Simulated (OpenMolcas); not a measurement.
C: from RASSCF to RASPT2

```
Program             : OpenMolcas
Basis               : ANO-RCC-VTZP [4s3p2d1f]
Scalar Hamiltonian  : DKH2, point nucleus
Active space        : 4 electrons in 9 orbitals (RAS2 2s 2p; RAS3 3d, at most 2 electrons)
State averaging     : 2S+1 = 3 even, 3 roots; 2S+1 = 1 even, 6 roots; 2S+1 = 5 odd, 1 root; 2S+1 = 3 odd, 8 roots
Spin-orbit coupling : state interaction with AMFI integrals over the reference wave functions, term energies averaged over their components
```

Methods on the same reference wave functions:
A. RASSCF
B. SS-RASPT2, IPEA 0.25 Eh, imaginary shift 0.1 Eh (closed shells correlated: 1s)
C. XMS-RASPT2, IPEA 0.25 Eh, imaginary shift 0.1 Eh (closed shells correlated: 1s)

Energies in cm-1 above 2s2 2p2 3P0, the measured ground level; measured values from NIST Handbook of Basic Atomic Spectroscopic Data.

```tsv
Level	A	B	C	Measured
2s2 2p2 3P0	0.0	0.0	0.0	0.0
2s2 2p2 3P1	15.1	15.1	15.1	16.4
2s2 2p2 3P2	45.0	45.0	45.0	43.4
2s2 2p2 1D2	12676	10690	10520	10193
2s2 2p2 1S0	26414	22250	22410	21648
2s 2p3 5S* 2	30272	32000	32180	33735
2s 2p3 3D* 1	66651	63960	64030	64090
2s 2p3 3D* 2	66651	63960	64030	64091
2s 2p3 3D* 3	66652	63960	64030	64087
2s 2p3 3P* 2	81483	76820	76990	75255
2s 2p3 3P* 1	81483	76820	76990	75254
2s 2p3 3P* 0	81483	76820	76990	75256
```

Deviations, from unrounded energies. A percentage is the sum of absolute deviations over the sum of measured energies, with the sign that they share, or ± where signs differ.

```tsv
Against measurement	Levels	A	B	C
mean absolute deviation (cm-1)	11	3400	720	730
fine structure of the ground term (%)	2	±4.9	±4.9	±4.9
other terms of the ground configuration (%)	2	+22.8	+3.4	+3.4
other configurations (%)	7	±6.6	±1.5	±1.5
```

B, C lie about equally close to measurement and A furthest from it. The largest miss of B in the table is 2s 2p3 5S* 2, by -1700 cm-1. The ranking rests on the paired levels alone, and a cruder setting can come out closer through cancelling errors.

Between B and C the level of the table that moves most is 2s 2p3 5S* 2, by 170 cm-1 (lowest in B, highest in C). Moves below CASPT2's spread within the term are not significant.

The mean deviations of B to C differ by less than CASPT2's widest spread within a term (58 cm-1), so their order carries little weight.

From A to B the spin-free energies of the other terms of 2s2 2p2 shown, above 3P, scale by a factor of 0.84.

The lowest spin-free term lies below A's lowest term by 0.034 hartree in B, 0.035 hartree in C.

Term energies are means over components that CASPT2 splits; among the terms shown or strongly mixed into the levels shown the widest spread is 58 cm-1 (2s 2p3 3D*, C). Active for correlation alone: 3d; no level in the range computed is led by a configuration that fills it, so any true level of that kind is missing. Without dynamic correlation excited terms often stand tens of per cent too high (terms of higher spin than the ground term too low), and those without a measured partner can miss by more than the paired ones (holds for A). Measured partners are found by configuration, term and J. A level has none where our copy of the source lacks it or the pairing is in doubt (some pairs that miss far off the trend of their configuration count as doubtful), and it then counts in no deviation. Only configurations of the active space appear.

* marks odd parity.
